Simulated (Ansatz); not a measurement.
Abridged output of a molecular run in Ansatz:

```
Functional definition: HF
970 factors; integrals over basis functions are off by at most 1.3e-3 eV
mean field evaluation 1: about -75592.3382 eV, gradient 4.1e1 eV
mean field evaluation 2: about -75592.4389 eV, gradient 4.1e1 eV
mean field evaluation 4: about -75596.3178 eV, gradient 3.8e0 eV
mean field evaluation 8: about -75596.4194 eV, gradient 2.9e-1 eV
mean field -75596.41984545 eV, -2778.1171882267 hartree, gradient 1.7e-6 eV, S^2 0.000000; 0 other end points of the search recorded, 0 dependent functions left out; unrestricted orbitals would lower it
13 core orbitals not correlated: weight in the atoms' cores, before any rotation towards them, 1.000 or more for the frozen orbitals, at most 0.000 for the correlated occupied ones
reference -75596.41984545 eV, -2778.1171882267 hartree; 19, 19 occupied and 66, 66 virtual orbitals, 970 factors
second order -22.55256958 eV of doubles, -0.00000000 eV of singles
cycle   1  -22.28614919 eV  change    2.7e-1 eV  update   1.2e-1
cycle   2  -22.89548304 eV  change   -6.1e-1 eV  update   3.8e-2
cycle   3  -23.06332897 eV  change   -1.7e-1 eV  update   2.0e-2
cycle   4  -23.05068426 eV  change    1.3e-2 eV  update   5.0e-3
cycle   5  -23.05213674 eV  change   -1.5e-3 eV  update   2.3e-3
cycle   6  -23.05359000 eV  change   -1.5e-3 eV  update   8.1e-4
cycle   7  -23.05291334 eV  change    6.8e-4 eV  update   3.9e-4
cycle   8  -23.05276577 eV  change    1.5e-4 eV  update   1.4e-4
cycle   9  -23.05277603 eV  change   -1.0e-5 eV  update   4.8e-5
cycle  10  -23.05276252 eV  change    1.4e-5 eV  update   1.8e-5
perturbative correction -0.79769288 eV, -0.0293146726 hartree
Total energy: -75620.27030085 eV, -2778.9936762960 hartree
```

Its atoms:

```xyz
7

N    -0.034    1.298    0.565
C    -0.022    0.313   -0.206
Br   -0.103    0.365   -2.109
C     0.064   -1.067    0.395
O     0.082   -2.079   -0.235
H    -0.094    2.197    0.091
H     0.108   -1.027    1.499
```

Problem. Which basis set was used?
A. def2-QZVPP
B. def2-TZVPP
C. cc-pV(Q+d)Z
D. def2-SVP

Solution. D. It gives 98 functions.

Problem. Write the keys of the input that set method, charge and spin (a neutral closed shell needs none for the last two).

Solution. 
```yaml
correlation: {method: ccsd_t}
```
